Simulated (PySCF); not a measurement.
C₄H₁₃BOSi, SMILES CB(C)O[SiH](C)C at its GFN2-xTB optimised geometry (Å):

```
20

Si    -0.2541     0.3082     0.0000
C      1.6462     0.3082     0.0000
C     -0.9599     2.0723     0.0000
O     -0.7159    -0.3702    -1.3927
B     -1.2916    -1.2522    -2.1960
C     -2.0876    -2.5006    -1.6053
C     -1.1738    -1.0529    -3.7731
H     -0.7651    -0.4466     1.1584
H      2.0446    -0.7022    -0.0197
H      2.0457     0.8324    -0.8642
H      2.0348     0.7962     0.8882
H     -0.6596     2.6115     0.8929
H     -2.0457     2.0671    -0.0301
H     -0.6136     2.6412    -0.8590
H     -3.1588    -2.3575    -1.7364
H     -1.8352    -3.4240    -2.1207
H     -1.9049    -2.6412    -0.5431
H     -2.0813    -1.3428    -4.2960
H     -0.3745    -1.6812    -4.1635
H     -0.9352    -0.0277    -4.0437
```

Level of theory: B3LYP/def2-SVP (PySCF). Cells within 0.4 Å of a nucleus heavier than hydrogen are left out (blank, or x).

Map of the deformation density (molecule minus spherical neutral atoms) (e/bohr³) on the plane z = 0.0 Å:

```
|1111111111111111111111111111111|
|1111111111111111111111111111111|
|1111111111111111111111111111111|
|1111111111111111111111111111111|
|1111111111111111111111111111111|
|1111111111111111111111111111111|
|1111111111101111111111111111111|
|1111111111211210111111111111111|
|111111101564xx10011111111111111|
|11111110189xxx10011111111111111|
|1111111113547731101011111111111|
|1111111111125752110001111111111|
|1111111111113431111012111111111|
|11111111110011x12443x3101111111|
|11111111110001xx267xxx001111111|
|11111111110000xx2455x5211111111|
|1111111111100000022379411111111|
|1111111111111100011259311111111|
|1111111111111100001111011111111|
|1111111111111111111110011111111|
|1111111111111111111111111111111|
|1111111111111111111111111111111|
|1111111111111111111111111111111|
|1111111110011111111111111111111|
|1111111111111111111111111111111|
|1111111111111111111111111111111|
|1111111111111111111111111111111|
|1111111111111111111111111111111|
|1111111111111111111111111111111|
|1111111111111111111111111111111|
|1111111111111111111111111111111|
```
Scale: ten equal steps from -0.017 (start of '0') to 0.091 (end of '9'), in the order '0123456789'; x runs from -5.00 to 5.00, y from -5.00 (bottom) to 5.00 (top).
